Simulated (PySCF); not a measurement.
A GIAO shielding run with PySCF 2.14.0 with density-fitted response routines (density fitting, non-relativistic, gas phase) on `CN(C)[SiH2][C@@H](F)CCF`, C$_{5}$H$_{13}$F$_{2}$NSi:

```
$ OMP_NUM_THREADS=1 python probes_run.py task.json out

{"job": {"kind": "nmr", "xc": "PBE0", "basis": "pcSseg-1"}, "charge": 0, "multiplicity": 1}
C      2.764007    -1.188917     0.331624
N      1.748848    -0.204834     0.050673
C      2.280250     0.922859    -0.680383
Si     0.103240    -0.691209    -0.031753
C     -0.926122     0.930785     0.069798
F     -1.015470     1.504695    -1.201662
C     -2.341488     0.743983     0.593030
C     -3.121066    -0.288583    -0.203325
F     -2.702468    -1.560220     0.117096
H      3.576874    -0.730123     0.900289
H      2.335734    -1.997455     0.916034
H      3.185890    -1.611989    -0.587347
H      2.722169     0.611820    -1.633830
H      3.059474     1.410935    -0.087531
H      1.494298     1.641366    -0.889114
H     -0.124282    -1.471510     1.182507
H     -0.309695    -1.397644    -1.252529
H     -0.421524     1.685575     0.683501
H     -2.882458     1.692102     0.538350
H     -2.286753     0.429410     1.635253
H     -2.958973    -0.163104    -1.277302
H     -4.190896    -0.248557     0.024204
```

Hardware: 1 thread of an Intel Xeon, shared host. The job also computes population analyses, field gradients.

Task: How large is the calculation?

Result: 82 electrons, 225 basis functions and 1184 auxiliary functions.

Task: How long does it take, and how much memory does it need?

Result: 79 s of wall time, with 12 SCF cycles and 4 response iterations; peak memory 1 GiB. Times on a shared host scatter by some tens of per cent.
